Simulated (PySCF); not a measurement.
A thermochemical cycle for CsSn

MP2 in PySCF with def2-SVPD on every atom (core potentials on Sn, Cs), for the lowest determinant that a PBE0 search found; no spin–orbit coupling. CsSn, a quartet (σ ↑, π ↑↑), has De = 1.38 eV to neutral atoms, and CsSn⁺, a triplet (σ ↑, π ↑), has De = 0.25 eV to Cs⁺ + Sn.

The adiabatic ionisation energy of CsSn, between the minima, is 4.86 eV.

Which ionisation energy of the Cs atom does this level give?

IE(Cs) = IE(molecule) + De(ion) − De(neutral) = 4.86 + 0.25 − 1.38 = 3.73 eV; the measured value is 3.894 eV (NIST ASD).

Correlated steps freeze 4 core orbitals. Weak bonds: CsSn⁺. Basis-set superposition, not corrected here, can be much of De in a small basis, most of all at correlated wavefunction levels. Spin–orbit coupling is left out, which matters for elements this heavy, above all for dissociation energies. For an ion De counts to the pair picked by the measured ionisation energies or electron affinities, which need not be the lowest pair at this level. States were picked by a PBE0 search and need not be the measured ground states.
